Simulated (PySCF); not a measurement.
**Cr¹⁷⁺ (chromium, charge +17) across methods**

[He] 2s2 2p3, high-spin 4S determinant. Computed with PySCF 2.14 in an even-tempered Gaussian basis (18 s from 3.4 bohr⁻², ratio 2.2; 11 p from 4.4 bohr⁻², ratio 2.2; 6 d from 20 bohr⁻², ratio 2.4; 5 f from 29 bohr⁻², ratio 2.4; 5 g from 44 bohr⁻², ratio 2.4), with the non-relativistic Hamiltonian (point nucleus).

```tsv
method	E (hartree)	mean ε 2s α (eV)	mean ε 2s β (eV)	mean ε 2p α (eV)	Σ⟨r²⟩ (bohr²)	⟨S²⟩
PBE0	-836.547	-1340.2	-1308.1	-1264.6	0.4009	3.750
PBEsol	-835.596	-1324.0	-1298.7	-1251.7	0.4014	3.750
PBE	-836.476	-1325.2	-1300.1	-1252.4	0.4012	3.750
r2SCAN	-836.712	-1333.9	-1301.6	-1258.2	0.4006	3.750
BLYP	-836.727	-1325.2	-1300.4	-1252.7	0.4011	3.750
LDA	-834.487	-1322.6	-1297.9	-1251.3	0.4019	3.750
```

Problem. Estimate the same row for UHF.

Solution. E (hartree) = -836.54319; mean ε 2s α (eV) = -1384.2; mean ε 2s β (eV) = -1330.0; mean ε 2p α (eV) = -1300.3; Σ⟨r²⟩ (bohr²) = 0.4003; ⟨S²⟩ = 3.750.
